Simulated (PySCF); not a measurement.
# C4H12NPSi2: core ionisation energies

Compound: C₄H₁₂NPSi₂.
Geometry (PBE0-D3(BJ)/def2-SVP, Å), atoms numbered from 1 in this order:
```
atom  x, y, z in Å
Si1   -1.061   -0.333    1.340
N2    -1.202    0.031   -0.377
Si3   -2.742    0.321   -1.181
P4     0.124    0.181   -1.506
C5     1.139   -1.333   -1.089
C6     2.009   -0.948    0.071
C7     2.090    0.361    0.342
C8     1.303    1.273   -0.551
H9    -0.421   -1.663    1.578
H10   -0.282    0.709    2.074
H11   -2.447   -0.365    1.893
H12   -2.966   -0.657   -2.288
H13   -2.801    1.698   -1.761
H14   -3.831    0.175   -0.170
H15    0.466   -2.182   -0.879
H16    1.740   -1.620   -1.971
H17    2.558   -1.704    0.641
H18    2.711    0.758    1.151
H19    1.958    1.807   -1.263
H20    0.734    2.047   -0.008
```

Method: delta-SCF UKS SCAN, pcX-2 on the ionised atom, pcseg-1 elsewhere, spin-free X2C in PySCF 2.14.0. Each binding energy is the total energy of the core-ionised species, with the hole localised on one atom, minus that of the ground state; both are solved self-consistently, so orbital relaxation is included.

**Question.** What binding energy does each computed site have?

**Answer.** 
```csv
atom(s),bonded to,level,binding energy (eV),2p1/2 (eV),above the level's lowest (eV),count
Si1,N and 3 H,Si 2p3/2,106.79,107.41,0.00,1
C6/C7,"C (double bond), C and H",C 1s,290.25,–,0.00,2
C5/C8,"C, 2 H and P",C 1s,290.40,–,+0.15,2
N2,P and 2 Si,N 1s,403.75,–,0.00,1
Si1,N and 3 H,Si 1s,1846.64,–,0.00,1
P4,N and 2 C,P 1s,2150.19,–,0.00,1
```

The 2 C 1s values lie within 0.15 eV of each other; Gaussian lines of 0.5 eV full width would blend them into one maximum.

**Question.** Give the binding energy of Si 1s of Si1 in hartree and in kJ/mol.

**Answer.** 1846.64 eV = 67.8628 Eh = 178174 kJ/mol.

**Question.** Which photon wavelength matches the Si 1s of Si1 threshold?

**Answer.** λ = hc/E = 12398.42 eV Å / 1846.64 eV = 6.714 Å.

Atoms equivalent by their bonding share one computed value, that of the first of them. The list is incomplete; no value stands for Si 1s of Si3 or Si 2p of Si3. The 2p values add to the ΔSCF energy of one spin-free hole a correction within the shell (spin–orbit coupling, ligand field). 2p1/2 minus 2p3/2 (ligand field included): Si 0.62 eV. Geometry: PBE0-D3(BJ)/def2-SVP, one conformer, isolated molecule.

Time: 2.7 min wall; peak memory 0.78 GiB. Hardware: an Arm Neoverse V1 with one thread, no GPU, shared host.
